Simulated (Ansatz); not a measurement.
Steps of a relaxation of C₄H₈O₂S (`C=CCS(C)(=O)=O`) with RKS PBE0-D4/def2-TZVP.

```sh
$ ansatz run in.yaml --threads 2 --pin off --events-out ev --progress --plain --max-ram 32768MiB --backend cuda --devices 0, --max-vram 18GiB
```

```yaml
crystal:
  periodic: [false, false, false]
  atoms:
    - {symbol: C, position_ang: [-2.018363, 1.107834, 0.267451]}
    - {symbol: C, position_ang: [-0.844436, 0.886950, 0.887574]}
    - {symbol: C, position_ang: [-0.216324, -0.454438, 1.051833]}
    - {symbol: S, position_ang: [1.398705, -0.581000, 0.162516]}
    - {symbol: C, position_ang: [0.939525, -0.486087, -1.588599]}
    - {symbol: O, position_ang: [2.177155, 0.636021, 0.493327]}
    - {symbol: O, position_ang: [1.941458, -1.934035, 0.421102]}
    - {symbol: H, position_ang: [-2.620184, 0.281030, -0.146848]}
    - {symbol: H, position_ang: [-2.424984, 2.125453, 0.160558]}
    - {symbol: H, position_ang: [-0.258917, 1.733974, 1.284557]}
    - {symbol: H, position_ang: [-0.842845, -1.299272, 0.702733]}
    - {symbol: H, position_ang: [0.113084, -0.656887, 2.092992]}
    - {symbol: H, position_ang: [0.389415, 0.455246, -1.773208]}
    - {symbol: H, position_ang: [1.904724, -0.489493, -2.129724]}
    - {symbol: H, position_ang: [0.340089, -1.375896, -1.856966]}
basis:
  gaussian: {orbitals: def2-TZVP}
hamiltonian: {xc: pbe0, dispersion: d4}
relax: {f_tol: 0.005, max_steps: 150}
```

Positions (Å) and forces (eV/Å) along the path, 9 of 15 steps:

```xyz
15
step=1 energy=-19197.5366 eV
C    -2.018    1.108    0.267    0.481   -0.145    0.256
C    -0.844    0.887    0.888   -0.480    0.421   -0.340
C    -0.216   -0.454    1.052    0.491   -0.370   -0.045
S     1.399   -0.581    0.163    0.969   -0.047    0.470
C     0.940   -0.486   -1.589    0.182   -0.022    0.235
O     2.177    0.636    0.493   -1.222   -2.131   -0.536
O     1.941   -1.934    0.421   -0.851    2.332   -0.399
H    -2.620    0.281   -0.147    0.339    0.436    0.230
H    -2.425    2.125    0.161    0.231   -0.563    0.085
H    -0.259    1.734    1.285   -0.346   -0.445   -0.210
H    -0.843   -1.299    0.703    0.313    0.444    0.146
H     0.113   -0.657    2.093   -0.223    0.118   -0.457
H     0.389    0.455   -1.773    0.294   -0.481    0.148
H     1.905   -0.489   -2.130   -0.490    0.005    0.238
H     0.340   -1.376   -1.857    0.314    0.450    0.179
15
step=2 energy=-19197.6977 eV
C    -1.996    1.094    0.262    0.028   -0.017    0.099
C    -0.829    0.889    0.866   -0.183    0.141    0.056
C    -0.210   -0.447    1.045    0.477   -0.157   -0.291
S     1.380   -0.578    0.157    0.672   -0.068    0.365
C     0.939   -0.482   -1.579    0.050   -0.015    0.383
O     2.160    0.614    0.485   -0.705   -1.243   -0.302
O     1.908   -1.916    0.413   -0.450    1.345   -0.223
H    -2.585    0.269   -0.140    0.094    0.123    0.045
H    -2.421    2.092    0.181    0.087   -0.158   -0.037
H    -0.266    1.730    1.273   -0.075   -0.132   -0.090
H    -0.832   -1.278    0.695    0.052    0.136    0.056
H     0.099   -0.642    2.081   -0.056    0.046   -0.154
H     0.402    0.453   -1.754    0.072   -0.135   -0.001
H     1.891   -0.492   -2.118   -0.140    0.003    0.082
H     0.339   -1.358   -1.839    0.078    0.134    0.015
15
step=3 energy=-19197.7371 eV
C    -1.995    1.073    0.284   -0.013    0.258   -0.413
C    -0.832    0.879    0.882    0.208   -0.005   -0.107
C    -0.191   -0.450    1.031    0.064   -0.024    0.079
S     1.373   -0.577    0.161   -0.355    0.085   -0.163
C     0.918   -0.465   -1.545    0.036   -0.016    0.147
O     2.147    0.585    0.487    0.202    0.178    0.095
O     1.891   -1.892    0.399    0.116   -0.199    0.082
H    -2.565    0.252   -0.135   -0.100   -0.086    0.059
H    -2.370    2.076    0.097   -0.078   -0.121    0.212
H    -0.252    1.724    1.236    0.010    0.042    0.078
H    -0.816   -1.271    0.683   -0.073   -0.072   -0.002
H     0.112   -0.651    2.060    0.013   -0.055    0.128
H     0.386    0.467   -1.710   -0.047    0.076   -0.047
H     1.857   -0.473   -2.091    0.075    0.001   -0.090
H     0.315   -1.329   -1.809   -0.059   -0.063   -0.058
15
step=7 energy=-19197.7561 eV
C    -1.996    1.075    0.264   -0.011    0.030    0.022
C    -0.822    0.893    0.852   -0.011   -0.012   -0.003
C    -0.188   -0.441    1.027   -0.003    0.010   -0.031
S     1.375   -0.586    0.160    0.001    0.016   -0.002
C     0.932   -0.465   -1.549   -0.002   -0.011    0.012
O     2.169    0.565    0.495    0.000   -0.008    0.004
O     1.881   -1.909    0.403   -0.004    0.000    0.000
H    -2.575    0.239   -0.116    0.001    0.023   -0.002
H    -2.428    2.065    0.156    0.032   -0.056    0.002
H    -0.255    1.740    1.227   -0.009   -0.007   -0.005
H    -0.825   -1.261    0.688    0.009   -0.007    0.006
H     0.106   -0.633    2.064   -0.005    0.014    0.002
H     0.415    0.477   -1.723    0.008    0.001   -0.004
H     1.875   -0.490   -2.095   -0.004    0.004   -0.002
H     0.314   -1.319   -1.825   -0.002    0.002    0.001
15
step=8 energy=-19197.7563 eV
C    -1.998    1.076    0.267   -0.012    0.005   -0.002
C    -0.823    0.891    0.852    0.001   -0.010   -0.005
C    -0.188   -0.441    1.025   -0.002    0.002   -0.012
S     1.375   -0.585    0.160   -0.007    0.017   -0.002
C     0.933   -0.467   -1.549    0.000   -0.005    0.005
O     2.169    0.567    0.495    0.003   -0.004    0.004
O     1.881   -1.907    0.404    0.004   -0.008    0.003
H    -2.580    0.243   -0.116    0.002    0.008    0.002
H    -2.426    2.066    0.159    0.008   -0.013    0.005
H    -0.256    1.738    1.227    0.001    0.004   -0.001
H    -0.822   -1.263    0.687    0.001   -0.005    0.002
H     0.105   -0.631    2.062    0.001    0.003    0.009
H     0.417    0.476   -1.724   -0.002    0.008   -0.003
H     1.876   -0.492   -2.096    0.005   -0.002   -0.004
H     0.315   -1.320   -1.824   -0.004   -0.001   -0.001
15
step=12 energy=-19197.7565 eV
C    -2.006    1.072    0.271    0.021    0.012   -0.007
C    -0.825    0.889    0.844   -0.004    0.023   -0.001
C    -0.189   -0.442    1.023    0.012   -0.014    0.017
S     1.376   -0.587    0.161    0.008   -0.017    0.007
C     0.938   -0.461   -1.549    0.002    0.003   -0.005
O     2.172    0.560    0.503   -0.001    0.006   -0.004
O     1.878   -1.912    0.401   -0.013    0.012   -0.006
H    -2.593    0.238   -0.102   -0.010   -0.003    0.004
H    -2.430    2.063    0.161   -0.005   -0.011    0.002
H    -0.253    1.739    1.205   -0.008   -0.013    0.000
H    -0.821   -1.268    0.693    0.001    0.004   -0.002
H     0.106   -0.623    2.063   -0.004    0.003   -0.014
H     0.436    0.489   -1.726    0.011   -0.012    0.003
H     1.881   -0.503   -2.094   -0.012    0.002    0.004
H     0.306   -1.305   -1.824    0.003    0.005    0.001
15
step=13 energy=-19197.7565 eV
C    -2.007    1.071    0.270    0.002    0.001    0.015
C    -0.825    0.890    0.843    0.001    0.014   -0.002
C    -0.188   -0.441    1.022    0.007   -0.009    0.008
S     1.376   -0.587    0.161    0.008   -0.013    0.005
C     0.939   -0.461   -1.549    0.000    0.003   -0.002
O     2.174    0.559    0.503    0.000    0.007   -0.003
O     1.877   -1.912    0.401   -0.008    0.005   -0.004
H    -2.596    0.238   -0.098   -0.002   -0.004   -0.005
H    -2.433    2.061    0.164   -0.004    0.002   -0.008
H    -0.253    1.739    1.204   -0.002   -0.006   -0.001
H    -0.820   -1.267    0.692   -0.001    0.002   -0.001
H     0.106   -0.622    2.062   -0.001    0.000   -0.007
H     0.441    0.490   -1.727    0.005   -0.006    0.001
H     1.883   -0.505   -2.094   -0.005    0.000    0.003
H     0.306   -1.303   -1.824    0.002    0.003    0.000
15
step=14 energy=-19197.7565 eV
C    -2.007    1.070    0.271    0.009    0.001    0.003
C    -0.825    0.890    0.842   -0.009   -0.004   -0.001
C    -0.188   -0.440    1.023   -0.003    0.003    0.003
S     1.376   -0.588    0.161   -0.008    0.000    0.006
C     0.939   -0.460   -1.549    0.004    0.002    0.002
O     2.175    0.558    0.502    0.004    0.001    0.003
O     1.875   -1.914    0.401    0.002   -0.001   -0.001
H    -2.595    0.235   -0.097    0.000    0.000   -0.001
H    -2.435    2.060    0.161   -0.001   -0.001    0.001
H    -0.253    1.740    1.203    0.001    0.000   -0.003
H    -0.820   -1.267    0.693    0.000    0.002    0.000
H     0.106   -0.621    2.063    0.003   -0.001   -0.004
H     0.444    0.493   -1.726    0.002    0.000   -0.001
H     1.883   -0.507   -2.093   -0.002    0.001   -0.006
H     0.303   -1.300   -1.825   -0.002   -0.004    0.000
15
step=15 energy=-19197.7566 eV
C    -2.007    1.070    0.271    0.003    0.001    0.003
C    -0.825    0.890    0.842   -0.002    0.000   -0.002
C    -0.188   -0.440    1.023    0.000    0.000    0.002
S     1.376   -0.588    0.161   -0.002   -0.001    0.001
C     0.940   -0.460   -1.549    0.001    0.001    0.000
O     2.175    0.558    0.503    0.002    0.002    0.002
O     1.875   -1.914    0.401    0.000    0.000   -0.001
H    -2.596    0.235   -0.096    0.000    0.000    0.000
H    -2.435    2.059    0.161   -0.001   -0.001   -0.001
H    -0.253    1.740    1.202   -0.001   -0.001    0.000
H    -0.820   -1.267    0.693    0.000    0.001    0.000
H     0.106   -0.621    2.062    0.001    0.000   -0.002
H     0.445    0.493   -1.726    0.001   -0.001    0.000
H     1.883   -0.507   -2.094   -0.001    0.000   -0.001
H     0.303   -1.299   -1.825   -0.001   -0.001    0.000
```

Run time 49 s (2 threads of an AMD EPYC 7R13 on a shared host and a share of an NVIDIA H100 80 GB); peak host memory 0.91 GiB.
